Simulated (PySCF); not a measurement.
# Shapes and spin states of HMnN

These are results of PBE0 in PySCF with Mn def2-TZVP, N def2-TZVP, H def2-TZVP; no relativity; density-fitted integrals, not measurements.

Relaxations began from a few typed shapes and spin states; open shells are unrestricted. The search is not exhaustive: other isomers or separated fragments can lie lower, and high-lying points may rest on an excited occupation.

```csv
spin,group,bonds,angles,imaginary modes (cm⁻¹),ΔE (kJ/mol),ΔE with ZPE (kJ/mol)
broken-symmetry Ms = 3/2 (⟨S²⟩ 4.67),Cs,"Mn–H 1.633 Å, Mn–N 1.633 Å",H–Mn–N 119.4°,none,0.0,0.0
broken-symmetry Ms = 3/2 (⟨S²⟩ 5.41),C∞v,"Mn–H 1.692 Å, Mn–N 1.853 Å",H–Mn–N 180.0°,none,3.0,1.0
broken-symmetry Ms = 1/2 (⟨S²⟩ 1.62),Cs,"Mn–H 1.592 Å, Mn–N 1.510 Å",H–Mn–N 109.0°,none,77.5,80.3
broken-symmetry Ms = 1/2 (⟨S²⟩ 2.90),C∞v,"Mn–H 1.710 Å, Mn–N 1.660 Å",H–Mn–N 180.0°,"384i, 384i",135.8,–
```

The lowest minimum found is the broken-symmetry Ms = 3/2 (⟨S²⟩ 4.67) Cs: Mn–H 1.633 Å, Mn–N 1.633 Å; H–Mn–N 119.4°.

For the lowest minimum: the determinant is spin-contaminated (⟨S²⟩ = 4.67, pure value 3.75). Other spin states or occupations of the open shell can lie lower.
